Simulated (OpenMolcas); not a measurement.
# Pt2+: input and output

Input:

```
&GATEWAY
Coord
1

Pt 0.0 0.0 0.0
Basis=ANO-RCC-MB
Group=XYZ
NoMove
AngMom=0.0 0.0 0.0
AMFI
&SEWARD
&RASSCF
FileOrb=start.orb
Symmetry=1
Spin=3
nActEl=8 0 0
Inactive=15 19
Ras2=6 0
CIRoot=55 55 1
SDav=105
CIMx=300
Iter=120 100
PrWF=0.3
OrbListing=Nothing
MaxOrb=0
Atom
>>> COPY $Project.JobIph JOB001
&RASSCF
FileOrb=start.orb
Symmetry=1
Spin=5
nActEl=8 0 0
Inactive=15 19
Ras2=6 0
CIRoot=15 15 1
SDav=15
CIMx=300
Iter=120 100
PrWF=0.3
OrbListing=Nothing
MaxOrb=0
Atom
CIOnly
>>> COPY $Project.JobIph JOB002
&RASSCF
FileOrb=start.orb
Symmetry=1
Spin=1
nActEl=8 0 0
Inactive=15 19
Ras2=6 0
CIRoot=105 105 1
SDav=105
CIMx=300
Iter=120 100
PrWF=0.3
OrbListing=Nothing
MaxOrb=0
Atom
CIOnly
>>> COPY $Project.JobIph JOB003
&RASSI
NrOfJobIphs=3 55 10 43
1 2 3 4 5 6 7 8 9 10 11 12 13 14 15 16 17 18 19 20 21 22 23 24 25 26 27
28 29 30 31 32 33 34 35 36 37 38 39 40 41 42 43 44 45 46 47 48 49 50 51
52 53 54 55
1 2 3 4 5 6 7 8 9 10
1 2 3 4 5 6 7 8 9 10 11 12 13 14 15 16 17 18 19 20 21 22 23 24 25 26 27
28 29 30 31 32 33 34 35 36 37 38 39 40 41 42 43
IphNames
JOB001
JOB002
JOB003
EJob
SpinOrbit
DIPRint=1.0
SOCoupling=1000.0
Subsets=2
MEES
Property=10
'ANGMOM' 1 'ANGMOM' 2 'ANGMOM' 3 'MLTPL  1' 1 'MLTPL  1' 2 'MLTPL  1' 3
'AMFI' 1 'AMFI' 2 'AMFI' 3 'MLTPL  2' 6
SOProperty=3
'ANGMOM' 1 'ANGMOM' 2 'ANGMOM' 3
```

A driver script runs the steps one by one and writes start.orb anew before each from the orbitals found so far, so a CI-only block uses the converged orbitals of the first block.

Output, cut to the results:

```
--- SEWARD ---
Basis set label: PT.ANO-RCC...6S5P3D1F.

      Electronic valence basis set:
      ------------------
      Associated Effective Charge  78.000000 au
      Associated Actual Charge     78.000000 au
      Nuclear Model: Point charge

      Shell  nPrim  nBasis  Cartesian Spherical Contaminant
         s      24       6        X
         p      21       5        X
         d      15       3                 X
         f      11       1                 X
                  Relativistic Douglas-Kroll-Hess integrals:
                    - DKH order of Hamiltonian: 2
                    - DKH order of Properties : 0
                  Atomic mean-field integrals
--- RASSCF ---
Wave function specifications:
      -----------------------------

      Number of closed shell electrons          68
      Number of electrons in active shells       8
      Max number of holes in RAS1 space          0
      Max nr of electrons in RAS3 space          0
      Number of inactive orbitals               34
      Number of active orbitals                  6
      Number of secondary orbitals               3
      Spin quantum number                      1.0
      State symmetry                             1
Orbital specifications:
      -----------------------

      Symmetry species                           1   2
                                                ag  au
      Frozen orbitals                            0   0
      Inactive orbitals                         15  19
      Active orbitals                            6   0
      RAS1 orbitals                              0   0
      RAS2 orbitals                              6   0
      RAS3 orbitals                              0   0
      Secondary orbitals                         0   3
      Deleted orbitals                           0   0
      Number of basis functions                 21  22
      Number of CSFs                           105
      Number of root(s) required                55
      Iter CI   SX   CI       RASSCF       Energy    max ROT     max BLB   max BLB  Level Ln srch  Step   QN
          iter iter root      energy       change     param      element    value   shift minimum  type update
 Nr of preliminary CI iterations:   1
      Total energies have been shifted. Add               -18000.00 au
        1   1    3    0  -394.66142113    0.00E+00   4.47E-04   19  20 2  2.94E-03*  0.00   0.00    SX    NO
        2   1    2    0  -394.66142573   -4.61E-06* -3.11E-05   19  20 2  2.04E-04*  0.00   0.00    SX    NO
        3   1    2    0  -394.66142576   -2.27E-08*  2.33E-06   19  20 2  1.53E-05   0.00   0.00    SX    NO
        4   1    2    0  -394.66142576   -1.31E-10  -1.74E-07   19  20 2  1.14E-06   0.00   0.00    SX    NO
      Convergence after  4 iterations
        5   1    2    0  -394.66142576   -3.64E-12  -1.74E-07   19  20 2  8.48E-08   0.00   0.00    SX    NO
      Natural orbitals and occupation numbers for root  1
      sym 1:   1.959631   1.039055   1.996587   1.959645   1.039063   0.006018
      Natural orbitals and occupation numbers for root  2
      sym 1:   1.160613   1.160389   1.837951   1.996861   1.838228   0.005958
      Natural orbitals and occupation numbers for root  3
      sym 1:   1.191527   1.807057   1.807178   1.191711   1.996582   0.005945
::    RASSCF root number  1 Total energy: -18394.93926090
::    RASSCF root number  2 Total energy: -18394.93926090
::    RASSCF root number  3 Total energy: -18394.93926090
::    RASSCF root number  4 Total energy: -18394.93926090
::    RASSCF root number  5 Total energy: -18394.93926090
::    RASSCF root number  6 Total energy: -18394.93926090
::    RASSCF root number  7 Total energy: -18394.93926090
::    RASSCF root number  8 Total energy: -18394.89036239
::    RASSCF root number  9 Total energy: -18394.89036239
::    RASSCF root number 10 Total energy: -18394.89036239
::    RASSCF root number 11 Total energy: -18394.63480558
::    RASSCF root number 12 Total energy: -18394.63480558
::    RASSCF root number 13 Total energy: -18394.63480558
::    RASSCF root number 14 Total energy: -18394.63480558
::    RASSCF root number 15 Total energy: -18394.63480558
::    RASSCF root number 16 Total energy: -18394.63480558
::    RASSCF root number 17 Total energy: -18394.63480558
::    RASSCF root number 18 Total energy: -18394.62428355
::    RASSCF root number 19 Total energy: -18394.62428355
::    RASSCF root number 20 Total energy: -18394.62428355
...
--- RASSI ---
SPIN-FREE ENERGIES:
  (Shifted by EMIN (a.u.) =     -18394.9392609025)

 SF State       Relative EMIN(au)   Rel lowest level(eV)    D:o, cm**(-1)      L_eff

     1             0.0000000000        0.0000000000              0.0000         3.0
     2             0.0000000000        0.0000000000              0.0000         3.0
     3             0.0000000000        0.0000000000              0.0000         3.0
     4             0.0000000000        0.0000000000              0.0000         3.0
     5             0.0000000000        0.0000000000              0.0000         3.0
     6             0.0000000000        0.0000000000              0.0000         3.0
     7             0.0000000000        0.0000000000              0.0000         3.0
    66             0.0438823511        1.1940996049           9631.0628         2.0
    67             0.0438823511        1.1940996049           9631.0628         2.0
    68             0.0438823511        1.1940996049           9631.0628         2.0
    69             0.0438823511        1.1940996049           9631.0628         2.0
    70             0.0438823511        1.1940996049           9631.0628         2.0
     8             0.0488985125        1.3305963115          10731.9830         1.0
     9             0.0488985125        1.3305963115          10731.9830         1.0
    10             0.0488985125        1.3305963115          10731.9830         1.0
    71             0.0704894555        1.9181157991          15470.6473         4.0
    72             0.0704894555        1.9181157991          15470.6473         4.0
    73             0.0704894555        1.9181157991          15470.6473         4.0
    74             0.0704894555        1.9181157991          15470.6473         4.0
    75             0.0704894555        1.9181157991          15470.6473         4.0
    76             0.0704894555        1.9181157991          15470.6473         4.0
...
```

Levels above the lowest, from the spin-orbit matrix, grouped by J:

```json
{"Configuration": "5d⁸", "Term": "³F", "J": "4", "E (cm⁻¹)": "0.0", "Measured (cm⁻¹)": "0.0", "Term weight %": "97", "Second": "3 ¹G"}
{"Configuration": "5d⁸", "Term": "¹D", "J": "2", "E (cm⁻¹)": "7194", "Measured (cm⁻¹)": "", "Term weight %": "46", "Second": "30 ³F"}
{"Configuration": "5d⁸", "Term": "³F", "J": "3", "E (cm⁻¹)": "8836", "Measured (cm⁻¹)": "9752", "Term weight %": "100", "Second": ""}
{"Configuration": "5d⁸", "Term": "³P", "J": "2", "E (cm⁻¹)": "15210", "Measured (cm⁻¹)": "", "Term weight %": "53", "Second": "46 ³F"}
{"Configuration": "5d⁸", "Term": "³P", "J": "0", "E (cm⁻¹)": "18144", "Measured (cm⁻¹)": "14939", "Term weight %": "89", "Second": "11 ¹S"}
{"Configuration": "5d⁸", "Term": "³P", "J": "1", "E (cm⁻¹)": "19536", "Measured (cm⁻¹)": "16782", "Term weight %": "100", "Second": ""}
{"Configuration": "5d⁸", "Term": "¹G", "J": "4", "E (cm⁻¹)": "22990", "Measured (cm⁻¹)": "21331", "Term weight %": "97", "Second": "3 ³F"}
{"Configuration": "5d⁸", "Term": "¹D", "J": "2", "E (cm⁻¹)": "24405", "Measured (cm⁻¹)": "", "Term weight %": "54", "Second": "23 ³F"}
{"Configuration": "5d⁸", "Term": "¹S", "J": "0", "E (cm⁻¹)": "49865", "Measured (cm⁻¹)": "", "Term weight %": "89", "Second": "11 ³P"}
{"Configuration": "5d⁷ 6s", "Term": "⁵F", "J": "5", "E (cm⁻¹)": "51777", "Measured (cm⁻¹)": "21837", "Term weight %": "91", "Second": "9 ³G"}
{"Configuration": "5d⁷ 6s", "Term": "⁵F", "J": "4", "E (cm⁻¹)": "57033", "Measured (cm⁻¹)": "", "Term weight %": "84", "Second": "8 ³F(1)"}
{"Configuration": "5d⁷ 6s", "Term": "⁵F", "J": "3", "E (cm⁻¹)": "61191", "Measured (cm⁻¹)": "", "Term weight %": "91", "Second": "5 ³D"}
{"Configuration": "5d⁷ 6s", "Term": "⁵F", "J": "2", "E (cm⁻¹)": "62997", "Measured (cm⁻¹)": "", "Term weight %": "82", "Second": "14 ³D"}
{"Configuration": "5d⁷ 6s", "Term": "⁵F", "J": "1", "E (cm⁻¹)": "63944", "Measured (cm⁻¹)": "", "Term weight %": "77", "Second": "18 ³D"}
{"Configuration": "5d⁷ 6s", "Term": "³F(1)", "J": "4", "E (cm⁻¹)": "66386", "Measured (cm⁻¹)": "", "Term weight %": "65", "Second": "13 ⁵F"}
{"Configuration": "5d⁷ 6s", "Term": "⁵P", "J": "2", "E (cm⁻¹)": "67353", "Measured (cm⁻¹)": "", "Term weight %": "57", "Second": "33 ³P(1)"}
{"Configuration": "5d⁷ 6s", "Term": "⁵P", "J": "3", "E (cm⁻¹)": "68938", "Measured (cm⁻¹)": "", "Term weight %": "85", "Second": "8 ³D"}
{"Configuration": "5d⁷ 6s", "Term": "⁵P", "J": "1", "E (cm⁻¹)": "71292", "Measured (cm⁻¹)": "", "Term weight %": "63", "Second": "22 ³P(1)"}
{"Configuration": "5d⁷ 6s", "Term": "³G", "J": "5", "E (cm⁻¹)": "72184", "Measured (cm⁻¹)": "", "Term weight %": "69", "Second": "19 ³H"}
{"Configuration": "5d⁷ 6s", "Term": "³F(1)", "J": "3", "E (cm⁻¹)": "72930", "Measured (cm⁻¹)": "", "Term weight %": "64", "Second": "13 ³D"}
```

Against the 5 measured excited levels shown (NIST levels as listed in McCann et al., Mon. Not. R. Astron. Soc. 538, 537 (2025)) the mean absolute deviation is 7700 cm-1; the largest miss in energy is 5d⁷ 6s ⁵F₅: computed 51777, measured 21837 cm⁻¹ (+137.1 %).

Without dynamic correlation excited terms often stand tens of per cent too high (terms of higher spin than the ground term too low), and those without a measured partner can miss by more than the paired ones. Terms from blocks run as CI alone lack orbitals of their own. A single d shell beside an s shell can misplace configurations of different d count against each other. Computed and measured levels are paired by configuration, term and J; levels that our copy of the source lacks, or whose pairing is in doubt (as where it misses far off the trend of its configuration), stay unpaired and out of the deviations. Levels of configurations outside the active space are missing. The first state left out of the spin-orbit step lies near 91000 cm-1 above the lowest spin-free state of the reference (among the parities and spins computed), and the list stops at four fifths of that energy or lower.

The term weight is that of the spin-free term in the level, not the purity of its configuration. A number in round brackets counts repeated terms of one configuration in the order of the reference energies.
